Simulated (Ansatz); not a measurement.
Mg2Al2⁻. Charge -1, multiplicity 2. Geometry PBE0-D4/def2-TZVPD; atoms count from 1.

```xyz
4

Al   -0.0829    0.9674   -1.2711
Al    1.0874    0.7138    0.9308
Mg    0.6679   -1.7790   -0.5599
Mg   -1.6725    0.0978    0.9001
```

The relaxed charge -1 doublet is spin-contaminated (final ⟨S²⟩ up to 1.48, 0.75 for a pure state). The geometry of the doublet was relaxed on an unsound state (⟨S²⟩ 1.48, where a pure state has 0.75). The structure comes from a short search, and lower isomers may exist.

Question: Estimate the Mulliken populations from the PBE0/def2-TZVPD orbitals of Ansatz.

Answer: 
```tsv
atom	charge (e)	spin (α − β)
Al1	-0.45	0.48
Al2	-0.45	0.48
Mg3	-0.08	0.43
Mg4	-0.01	-0.39
```
Mulliken values and Mayer orders depend strongly on the basis. With diffuse functions, as here, like atoms can get unlike values, and bond orders can come out too low or too high.

Question: Where does the spin sit?

Answer: Summed by element: Al 0.97, Mg 0.03, of 1 unpaired in all. Largest on single atoms: Al2 0.48, Al1 0.48, Mg3 0.43.

Question: And the Mayer bond orders between bonded heavy atoms (over 0.3)?

Answer: Al1–Al2 1.09 (2.51 Å); Al1–Mg3 0.55 (2.93 Å); Al1–Mg4 0.66 (2.83 Å); Al2–Mg3 0.55 (2.93 Å); Al2–Mg4 0.66 (2.83 Å); Mg3–Mg4 0.39 (3.34 Å).
